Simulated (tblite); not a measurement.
C7H8O2Si.
Atom-mapped SMILES: `[CH2:1]=[C:2]=[C:3]([SiH2:4][C:5]#[C:6][CH3:7])[C:8](=[O:9])[OH:10]` (hydrogens: H11, H12 on C1; H13, H14 on Si4; H15, H16, H17 on C7; H18 on O10)

Computed with GFN2-xTB (tblite), gas phase: L-BFGS steps from a force-field or distance-geometry start until the largest atomic force falls under 0.01 eV/Å.

Step 38: E = -783.7918 eV
```
atom  x, y, z in Å  |  force x, y, z in eV/Å
C1     -2.7080    2.2726    0.3757   -0.010  -0.025   0.033
C2     -2.0702    1.1790    0.1056    0.016  -0.003  -0.035
C3     -1.4447    0.1019   -0.2548   -0.008   0.009  -0.015
Si4    -0.2083    0.0530   -1.7040   -0.004  -0.002   0.043
C5      1.4926   -0.1248   -1.0145   -0.018  -0.008  -0.004
C6      2.6122   -0.2182   -0.5749   -0.016  -0.011  -0.017
C7      3.9609   -0.3119   -0.0647   -0.044  -0.002  -0.015
C8     -1.6620   -1.1929    0.4172    0.005   0.021  -0.002
O9     -1.2979   -1.4908    1.5233   -0.039   0.013   0.014
O10    -2.3011   -2.0603   -0.3919    0.018   0.017   0.002
H11    -3.6412    2.5185   -0.1061    0.023  -0.009   0.000
H12    -2.3515    2.9688    1.1166    0.021  -0.003  -0.006
H13    -0.3141    1.3234   -2.4262   -0.020   0.017   0.005
H14    -0.5540   -1.1033   -2.5340    0.020  -0.024  -0.025
H15     3.9643   -0.1232    1.0092    0.018   0.020  -0.033
H16     4.3667   -1.3072   -0.2486   -0.021   0.022  -0.009
H17     4.5860    0.4271   -0.5681    0.020  -0.028   0.063
H18    -2.4385   -2.9053    0.0639    0.038  -0.003   0.001
```

Step 39: E = -783.7924 eV
```
atom  x, y, z in Å  |  force x, y, z in eV/Å
C1     -2.7078    2.2724    0.3781    0.005  -0.030   0.022
C2     -2.0681    1.1797    0.1065   -0.009   0.010  -0.026
C3     -1.4450    0.1017   -0.2555    0.009   0.014  -0.012
Si4    -0.2098    0.0532   -1.7054    0.001  -0.004   0.016
C5      1.4914   -0.1242   -1.0161   -0.019  -0.006  -0.001
C6      2.6100   -0.2166   -0.5737   -0.011  -0.009  -0.017
C7      3.9588   -0.3120   -0.0639   -0.036  -0.002  -0.014
C8     -1.6593   -1.1935    0.4168   -0.031   0.045   0.032
O9     -1.3027   -1.4865    1.5270   -0.040   0.006  -0.026
O10    -2.2941   -2.0629   -0.3937    0.031   0.015   0.009
H11    -3.6395    2.5200   -0.1075    0.042  -0.018   0.020
H12    -2.3512    2.9687    1.1198    0.010  -0.017  -0.025
H13    -0.3145    1.3231   -2.4309   -0.021   0.002   0.017
H14    -0.5554   -1.1047   -2.5350    0.024  -0.008  -0.013
H15     3.9653   -0.1238    1.0101    0.007   0.015  -0.035
H16     4.3625   -1.3078   -0.2497   -0.019   0.021  -0.006
H17     4.5856    0.4261   -0.5665    0.016  -0.026   0.056
H18    -2.4349   -2.9066    0.0633    0.041  -0.008   0.003
```

Step 40: E = -783.7931 eV
```
atom  x, y, z in Å  |  force x, y, z in eV/Å
C1     -2.7078    2.2715    0.3810    0.021  -0.026   0.006
C2     -2.0660    1.1805    0.1067   -0.028   0.019  -0.013
C3     -1.4450    0.1016   -0.2566    0.023   0.010  -0.007
Si4    -0.2113    0.0533   -1.7066    0.001  -0.007  -0.024
C5      1.4899   -0.1234   -1.0179   -0.018  -0.005   0.004
C6      2.6076   -0.2150   -0.5730   -0.006  -0.003  -0.015
C7      3.9560   -0.3121   -0.0634   -0.016  -0.002  -0.009
C8     -1.6574   -1.1935    0.4166   -0.062   0.054   0.055
O9     -1.3086   -1.4823    1.5306   -0.036   0.007  -0.050
O10    -2.2867   -2.0655   -0.3952    0.037   0.009   0.012
H11    -3.6372    2.5214   -0.1087    0.047  -0.024   0.035
H12    -2.3504    2.9682    1.1226    0.002  -0.026  -0.033
H13    -0.3154    1.3231   -2.4346   -0.022  -0.015   0.028
H14    -0.5557   -1.1063   -2.5371    0.028   0.012   0.003
H15     3.9666   -0.1240    1.0103   -0.011   0.007  -0.023
H16     4.3576   -1.3081   -0.2511   -0.015   0.010  -0.002
H17     4.5858    0.4245   -0.5636    0.012  -0.015   0.034
H18    -2.4309   -2.9077    0.0635    0.045  -0.006   0.001
```

Q: Estimate the geometry and energy of step 41. (The exact step hangs on the optimiser's Hessian estimate; all steps are aligned on step 40, rigid shifts and turns removed.)

A: E = -783.7939 eV, largest force 0.108 eV/Å
```
atom  x, y, z in Å  |  force x, y, z in eV/Å
C1     -2.7076    2.2704    0.3848    0.033  -0.012  -0.012
C2     -2.0638    1.1816    0.1068   -0.035   0.019  -0.003
C3     -1.4446    0.1023   -0.2576    0.031   0.000   0.001
Si4    -0.2132    0.0529   -1.7084   -0.001  -0.009  -0.059
C5      1.4877   -0.1226   -1.0200   -0.013  -0.004   0.010
C6      2.6043   -0.2132   -0.5723   -0.001   0.005  -0.014
C7      3.9522   -0.3123   -0.0630    0.009  -0.001  -0.002
C8     -1.6562   -1.1921    0.4168   -0.080   0.045   0.057
O9     -1.3163   -1.4774    1.5345   -0.030   0.015  -0.051
O10    -2.2764   -2.0684   -0.3975    0.032   0.002   0.011
H11    -3.6336    2.5228   -0.1093    0.033  -0.026   0.043
H12    -2.3496    2.9674    1.1256    0.001  -0.026  -0.028
H13    -0.3167    1.3223   -2.4390   -0.023  -0.028   0.037
H14    -0.5561   -1.1084   -2.5392    0.030   0.030   0.016
H15     3.9678   -0.1242    1.0103   -0.035  -0.002  -0.003
H16     4.3515   -1.3084   -0.2526   -0.009  -0.009   0.000
H17     4.5860    0.4224   -0.5597    0.008   0.002   0.003
H18    -2.4241   -2.9090    0.0636    0.050   0.001  -0.004
```

The energy changes by -0.0008 eV. The first-order estimate −F·Δx gives -0.0011 eV and the mean of the old and new forces, exact on a quadratic surface, -0.0008 eV. The step makes an angle of 74° with the force vector and moves no atom by more than 0.011 Å.

What follows is the cost of the whole relaxation. The run took 1.6 s on one thread, Arm Neoverse V2 (aarch64), no GPU, on a shared host.
